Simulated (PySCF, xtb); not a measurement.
C6H8, SMILES C([C@@H](C=C)C)#C.

GFN2-xTB in xtb 6.7.1 at its own geometry gives an orbital gap of 5.24 eV and a dipole moment of 0.54 D.

Geometry optimised at PBE0-D3(BJ)/def2-SVP. The structure was generated by enumeration; whether it is a known compound was not checked. Other conformers were not sampled.

**Question.** What does PBE/def2-TZVP run with PySCF give? (Estimate from the structure and the level; the computed values follow.)

**Answer.** gap 5.33 eV (levels -6.38 and -1.05 eV), dipole 0.65 D.
